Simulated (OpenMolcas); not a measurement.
**Cl2+: effect of the IPEA shift**

| Quantity | Value |
| --- | --- |
| Program | OpenMolcas 26.06 |
| Basis | ANO-RCC-VTZP [5s4p2d1f] |
| Scalar Hamiltonian | DKH2, point nucleus |
| Active space | 5 electrons in 9 orbitals (RAS2 3s 3p; RAS3 3d, at most 2 electrons) |
| State averaging | 2S+1 = 4 odd, 1 root; 2S+1 = 2 odd, 11 roots; 2S+1 = 4 even, 3 roots; 2S+1 = 2 even, 9 roots |
| Spin-orbit coupling | RASSI with atomic mean-field integrals over the reference wave functions, term energies averaged over their components |

Methods on the same reference wave functions:
A. RASSCF
B. MS-RASPT2, IPEA 0 Eh, imaginary shift 0.1 Eh (closed shells correlated: 2s 2p)
C. MS-RASPT2, IPEA 0.25 Eh, imaginary shift 0.1 Eh (closed shells correlated: 2s 2p)

Energies in cm⁻¹ above 3s² 3p³ ⁴S°_3/2, the measured ground level; measured values from Moore, Atomic Energy Levels, vol. I, NSRDS-NBS 35 (1971 reprint of NBS Circular 467, 1949).

```
          Level       A       B       C  Measured
3s² 3p³ ⁴S°_3/2     0.0     0.0     0.0       0.0
3s² 3p³ ²D°_3/2   21883   18780   18860     18053
3s² 3p³ ²D°_5/2   21934   18830   18910     18120
3s² 3p³ ²P°_1/2   34011   30830   30940     29812
3s² 3p³ ²P°_3/2   34059   30880   31000     29907
  3s 3p⁴ ⁴P_5/2   98951   98840   98890     98520
  3s 3p⁴ ⁴P_3/2   99513   99400   99450     99130
  3s 3p⁴ ⁴P_1/2   99839   99720   99780     99475
  3s 3p⁴ ²D_3/2  127758  124940  125220          
  3s 3p⁴ ²D_5/2  127775  124960  125240
```

Deviations, from unrounded energies. A percentage is the sum of absolute deviations over the sum of measured energies, with the sign that they share, or ± where signs differ.

```
                        Against measurement  Levels      A     B     C
             mean absolute deviation (cm-1)       7   2500   610   690
other terms of the ground configuration (%)       4  +16.7  +3.6  +4.0
                   other configurations (%)       3   +0.4  +0.3  +0.3
```

B lies closest to measurement on these levels and A furthest from it. The largest miss of B in the table is 3s² 3p³ ²P°_1/2, by +1000 cm-1. The ranking rests on the paired levels alone, and a cruder setting can come out closer through cancelling errors.

Between B and C the level of the table that moves most is 3s 3p⁴ ²D_3/2, by 280 cm-1 (lowest in B, highest in C). Moves below CASPT2's spread within the term are not significant.

The mean deviations of B to C differ by less than CASPT2's widest spread within a term (170 cm-1), so their order carries little weight.

From A to B the spin-free energies of the other terms of 3s² 3p³ shown, above ⁴S°, scale by factors of 0.86 to 0.91.

The lowest spin-free term lies below A's lowest term by 0.046 hartree in B, 0.045 hartree in C.

CASPT2 does not keep the components of a term degenerate, so their means are used; among the terms shown or strongly mixed into the levels shown the widest spread is 170 cm-1 (3s 3p⁴ ²D, C). The run also gave levels led by 3s² 3p² 3d, which use shells meant for correlation; these and all levels above them are left out. Some terms mix strongly with configurations of 3d, whose occupation reaches 0.30 (3s 3p⁴ ⁴P, 3s 3p⁴ ²D). Computed and measured levels are paired by configuration, term and J; levels that our copy of the source lacks, or whose pairing is in doubt (as where it misses far off the trend of its configuration), stay unpaired and out of the deviations. Only configurations of the active space appear. Levels that lie high or do not pair safely by name in every column are left out.

° marks odd parity.
